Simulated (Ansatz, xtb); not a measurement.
Two structures of C5H9NOS

Structure I is `C/C=C(/O)CC(N)=S`, a singlet and structure II is a singlet given by its coordinates. Both are isolated molecules in the gas phase, relaxed with r2SCAN-D4/def2-SVP; the shapes shown needn't be the lowest conformers.

I (Å):

```xyz
17

C    -2.3379   -1.2838   -1.1013
C    -1.2441   -0.2653   -1.1665
C    -0.1672   -0.2075   -0.3620
C     0.1421   -1.1413    0.7725
C     1.0881   -2.2597    0.3563
N     2.2431   -1.8245   -0.1798
O     0.8417    0.7156   -0.5157
S     0.7151   -3.8586    0.5564
H    -2.5145   -1.7281   -2.0954
H    -3.2979   -0.8396   -0.7824
H    -2.0948   -2.1124   -0.4208
H    -1.3279    0.5041   -1.9485
H     0.6502    1.2512   -1.2997
H     0.6238   -0.5527    1.5748
H    -0.7672   -1.5917    1.1811
H     2.3777   -0.8342   -0.3698
H     2.9037   -2.5082   -0.5327
```

II (Å):

```yaml
atoms:
  - { symbol: C, position_ang: [-0.1032, 1.2596, 0.9355] }
  - { symbol: C, position_ang: [-1.1328, 0.2671, 0.3916] }
  - { symbol: C, position_ang: [-0.8210, -0.1723, -1.0081] }
  - { symbol: C, position_ang: [-1.7061, 0.0178, -2.0505] }
  - { symbol: C, position_ang: [-1.4765, -0.3721, -3.4131] }
  - { symbol: N, position_ang: [-2.4654, -0.1069, -4.2954] }
  - { symbol: O, position_ang: [0.3603, -0.7329, -1.1311] }
  - { symbol: S, position_ang: [-0.0628, -1.1281, -3.9682] }
  - { symbol: H, position_ang: [-0.3338, 1.5277, 1.9774] }
  - { symbol: H, position_ang: [-0.0929, 2.1845, 0.3377] }
  - { symbol: H, position_ang: [0.9057, 0.8238, 0.9044] }
  - { symbol: H, position_ang: [-2.1478, 0.6919, 0.4235] }
  - { symbol: H, position_ang: [-1.1375, -0.6378, 1.0265] }
  - { symbol: H, position_ang: [-2.6572, 0.5014, -1.8077] }
  - { symbol: H, position_ang: [-3.3268, 0.3399, -4.0067] }
  - { symbol: H, position_ang: [-2.3402, -0.3670, -5.2662] }
  - { symbol: H, position_ang: [0.4781, -0.9867, -2.1212] }
```

Close contacts (Å): C1–C2 1.53, C2–C3 1.50, C3–C4 1.38, C3–O7 1.31, C4–C5 1.44, C5–N6 1.35, C5–S8 1.70, C1–H9 1.10, C1–H10 1.10, C1–H11 1.10, C2–H12 1.10, C2–H13 1.11, C4–H14 1.09, N6–H15 1.01, N6–H16 1.01, O7–H17 1.03, S8–H17 1.93.

Problem. Estimate which is lower in electronic energy at CCSD(T)/def2-SVP + ΔMP2/def2-TZVPP, and by roughly how much.

Solution. The CCSD(T)/def2-SVP + ΔMP2/def2-TZVPP calculation puts structure II lower, by 12.0 kcal/mol.

The same difference at several levels:

```csv
level,geometry,E(II) − E(I) (kcal/mol),departure from the last row (kcal/mol),"job, with rough time for the two"
r2SCAN-D4/def2-SVP,r2SCAN-D4/def2-SVP,−18.1,−6.1,"optimisation, 1.7 min"
HF/def2-SVP,r2SCAN-D4/def2-SVP,−12.0,−0.1,part of the CCSD(T) run
MP2/def2-SVP,r2SCAN-D4/def2-SVP,−12.3,−0.4,part of the CCSD(T) run
CCSD(T)/def2-SVP,r2SCAN-D4/def2-SVP,−11.4,+0.6,single point
CCSD(T)/def2-SVP + ΔMP2/def2-TZVPP,r2SCAN-D4/def2-SVP,−12.0,,"single point, 2.2 min"
```

None of the levels shown reverses the order. The largest departure from CCSD(T)/def2-SVP + ΔMP2/def2-TZVPP is that of r2SCAN-D4/def2-SVP, 6.1 kcal/mol. No reliable frequencies are at hand for II, so it isn't confirmed as a minimum. Levels run at GFN2-xTB geometries aren't shown. The last row adds to CCSD(T) the change of the MP2 difference between the two basis sets, here −0.6 kcal/mol.

The correlated steps freeze 12 core orbitals. Codes used: Ansatz 0.2.0, xtb 6.7.1; the last row on 2 threads of Intel(R) Xeon(R) Gold 6455B (Sapphire Rapids) on a shared host.
